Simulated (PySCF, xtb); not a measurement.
Ge(H)(Cl)2(Me) (CH4Cl2Ge), SMILES [CH3][GeH]([Cl])[Cl].

Harmonic wavenumbers (cm⁻¹) from GFN2-xTB run with xtb at its own minimum, in rising order: 94, 132, 139, 155, 355, 364, 555, 597, 622, 775, 800, 1306, 1440, 1440, 1786, 3013, 3033, 3036.

Problem. What does PBE-D3(BJ)/def2-SVP (PySCF) give at its own minimum? (An estimate is asked for; the answer gives what the named calculation found.)

Solution. 105, 138, 152, 173, 399, 419, 599, 630, 683, 791, 824, 1203, 1373, 1377, 2098, 2991, 3105, 3113. Paired by order, the mean absolute difference is 58 cm⁻¹ and the zero-point energies are 28.1 and 28.8 kcal/mol.
